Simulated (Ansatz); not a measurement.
Born–Oppenheimer molecular dynamics of CH3FSSi (7 atoms, charge 0, multiplicity 1). It starts at the highest image of a converged band, a first-order saddle point between two minima.

Method: RKS PBE/STO-3G (Ansatz 0.2.0).

* ensemble: NVE (velocity Verlet)
* time step: 0.5 fs
* steps asked: 200
* starting velocities drawn for: 100 K
* seed: 3267

First frame:

```xyz
7
Properties=species:S:1:pos:R:3
F 0.824 -1.877 0.915
C 0.307 -0.817 0.227
Si 0.963 0.930 0.330
S -0.473 1.853 -1.009
H -0.582 -1.169 -0.389
H -0.014 0.379 1.438
H -1.024 0.701 -1.512
```

**Question.** How far do the bonds stretch over the last three quarters of this one trajectory? (Pairs bonded in most of those frames.)

**Answer.** 
```json
{"bond": "F1–C2", "mean (Å)": "1.387", "spread (Å)": "0.018", "shortest": "1.35", "longest": "1.42"}
{"bond": "C2–Si3", "mean (Å)": "1.768", "spread (Å)": "0.035", "shortest": "1.71", "longest": "1.83"}
{"bond": "C2–H5", "mean (Å)": "1.136", "spread (Å)": "0.016", "shortest": "1.10", "longest": "1.17"}
{"bond": "Si3–S4", "mean (Å)": "2.145", "spread (Å)": "0.060", "shortest": "2.04", "longest": "2.24"}
{"bond": "Si3–H6", "mean (Å)": "1.472", "spread (Å)": "0.018", "shortest": "1.45", "longest": "1.51"}
{"bond": "S4–H7", "mean (Å)": "1.372", "spread (Å)": "0.004", "shortest": "1.36", "longest": "1.38"}
```

Mean temperature of the second half: 1225 K. The conserved energy stayed within 0.11 meV per atom of its start (net change -0.075 meV per atom), so the integration is sound. The system heated up, since it started high on the potential surface and ran downhill. A run of 0.1 ps of so small a system gives no equilibrium averages. The orbitals stay closed-shell, which can raise the energy where a bond breaks towards radicals; this wasn't checked here. Limits of this set-up: minimal basis.

Time of the run: 3.5 min on 1 CPU thread of a shared host.
